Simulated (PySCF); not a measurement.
Unknown compound

The spectra below were simulated for a compound C₅H₉NO.

¹H NMR (400 MHz, computed): δ 3.73 (dtt, J = 12.1, 9.5, 5.3 Hz, 1H), 3.40 (br, 1H), 1.79 (s, 3H), 0.73 (m, 2H), 0.15 (m, 2H).

¹³C{¹H} NMR (computed): δ 167.8 (C), 23.7 (CH3), 23.3 (CH), 6.9 (CH2, 2C).

Computed data (PySCF): σ from GIAO-PBE0/pcSseg-1, J couplings at B3LYP/pcJ-1 (spin–dipole term only in couplings to heteroatoms), geometry: PBE0-D3(BJ)/def2-SVP. Averaged over atoms made equivalent by symmetry, fast rotation or ring inversion, isolated molecule, a single conformation, relativity neglected.

Shifts are taken against calculated references (same method and geometry level): ¹H (31.27 ppm) and ¹³C (184.41 ppm) against TMS.

Q: Propose a structure and justify it.

A: 
- Rings plus π bonds: 2 (1 ring in the answer).
- 4 carbon signals for 5 carbons: some carbons are equivalent by symmetry or fast rotation.
- Carbon types of the structure: 1 × C, 1 × CH, 2 × CH2, 1 × CH3, leaving 1 H on heteroatoms.
- δC 167.8: amide carbonyl carbon; it is a carbonyl in resonance with an O or N lone pair, the region of acids, esters and amides.
- δC 23.7: methyl carbon α to a carbonyl; the adjacent C=O deshields it moderately.
- δC 23.3, 6.9: three-membered-ring carbon.
- δH 3.73, 0.73, 0.15: hydrogen on a three-membered-ring carbon.
- δH 3.40: hydrogen on an amide-type nitrogen; exchangeable; this is the value without hydrogen bonding to other molecules.
- δH 1.79: hydrogen on a methyl carbon α to a carbonyl; α to C=O.

The compound is `CC(=O)NC1CC1`.

The data come from this structure; uniqueness wasn't tested.

OH and NH positions are those of a molecule without intermolecular hydrogen bonds; in solution they move with solvent, concentration and temperature, and exchange usually removes their couplings. Amide-type NH protons are broadened by 14N but still split neighbouring CH signals. Multiplet labels drop couplings under 1 Hz and merge nearly equal ones. Couplings among chemically equivalent protons are left out too, so labels in AA′BB′ or AA′XX′ sets are apparent multiplicities. Unscaled 3J(H,H) at this level run about 10 % above measured values. Shifts are as computed. Against solution values, carbons near 30 ppm lie about +2 ppm off and those near 130 ppm about +5 ppm. Of 1211 compounds with measured shifts, 218 miss one by over three times the rms of a fit or turn the order of signals round; such compounds aren't used in these exercises. The C=O carbon of an acid or of an amide with N–H lies up to 10 ppm further downfield in solution, through hydrogen bonding that the calculation lacks. Only one conformer was computed, so three-bond couplings in flexible chains and rings are approximate.
